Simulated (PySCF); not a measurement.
C4H7NSi, SMILES C#CC(=C)[SiH2]N.

The structure is a stationary point at PBE-D3(BJ)/def2-SVP. The structure was generated by enumeration, and PubChem lists no compound with its InChIKey, so it may never have been made. Other conformers were not sampled.

The numbers are results of TDDFT-PBE/def2-SVPD run with PySCF 2.14.0, not measurements.

Vertical excitations. The molecule is in vacuum.

```tsv
state	energy (eV)	λ (nm)	f	main pairs
S1	3.94	314	0.009	HOMO→LUMO 79 %, HOMO−1→LUMO 20 %
S2	4.56	272	0.007	HOMO−2→LUMO 99 %
S3	5.05	246	0.145	HOMO−1→LUMO 64 %, HOMO→LUMO 16 %
S4	5.66	219	0.004	HOMO→LUMO+1 90 %
S5	5.76	215	0.006	HOMO→LUMO+2 63 %, HOMO−1→LUMO+1 34 %
S6	5.81	213	0.010	HOMO−1→LUMO+2 59 %, HOMO−3→LUMO 13 %, HOMO−1→LUMO+1 13 %
S7	5.87	211	0.027	HOMO−3→LUMO 63 %, HOMO−1→LUMO+2 24 %
S8	5.93	209	0.044	HOMO−1→LUMO+1 37 %, HOMO→LUMO+2 19 %, HOMO−1→LUMO+2 15 %, HOMO−2→LUMO+1 11 %
S9	6.34	195	0.012	HOMO−2→LUMO+1 40 %, HOMO−4→LUMO 28 %, HOMO−2→LUMO+2 20 %, HOMO−5→LUMO 8 %
S10	6.41	194	0.034	HOMO−4→LUMO 47 %, HOMO−2→LUMO+1 22 %, HOMO−5→LUMO 10 %, HOMO−2→LUMO+2 10 %
T1	3.17	391	0	HOMO−1→LUMO 67 %, HOMO→LUMO 31 %
T2	3.73	332	0	HOMO→LUMO 67 %, HOMO−1→LUMO 31 %
T3	4.35	285	0	HOMO−2→LUMO 96 %
T4	5.14	241	0	HOMO−3→LUMO 20 %, HOMO−2→LUMO+2 17 %, HOMO−1→LUMO+1 16 %, HOMO→LUMO+2 16 %
```
Triplets are in the Tamm–Dancoff approximation, which puts them higher than full response would, so one can lie above its singlet here.
